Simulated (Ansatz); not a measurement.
Ideal-gas functions of C2H2BFO2 (`OB(F)C1=CO1`) at 298.15 K and 1 bar, from an Ansatz frequency run at PBE0-D4/def2-TZVP.

Molar mass 87.85 g/mol, point group Cs (symmetry number 1), electronic degeneracy 1, moments of inertia 62.608, 212.403, 275.011 u Å². Harmonic wavenumbers (cm⁻¹, unscaled): 101, 124, 131, 267, 418, 470, 475, 628, 734, 910, 982, 1098, 1297, 1363, 1424, 1862, 3224, 3880.

Use S(trans) = R[1.5 ln M + 2.5 ln T − 1.1517]; rotational temperatures θ = 24.2544 K / I; S(rot) = R[ln(√π/σ · √(T³/θAθBθC)) + 1.5]; for each mode x = 1.438777 ν̃/T, S = R[x/(eˣ − 1) − ln(1 − e⁻ˣ)] and H = RT x/(eˣ − 1); 1 cm⁻¹ = 0.0119627 kJ/mol; R = 8.31446 J/(mol·K).

By hand: the entropy, in J/(mol·K).

Translation 164.7. Rotation: θ = 0.3874, 0.1142, 0.0882 K, giving 111.3. Vibration, mode by mode: 14.37, 12.71, 12.26, 6.76, 3.76, 3.09, 3.03, 1.69, 1.12, 0.56, 0.42, 0.26, 0.12, 0.09, 0.07, 0.01, 0.00, 0.00, in all 60.3. Electronic 0.0. Sum 336.3 J/(mol·K).

By hand: H − E and G − E in kJ/mol, counted from the electronic energy.

Zero-point energy ½ × 19388 × 0.0119627 = 116.0; thermal vibration 9.8; translation, rotation and pV give 4 RT = 9.9. H − E = 135.7 kJ/mol, and G − E = 135.7 − 298.15 × 336.3/1000 = 35.4 kJ/mol.

Vibration gives 18 % of the entropy, 39.3 J/(mol·K) of it from the modes under 150 cm⁻¹: soft modes count most, and the harmonic formula is weakest for them. The sum counts one conformer and one mirror image; others add a mixing term.
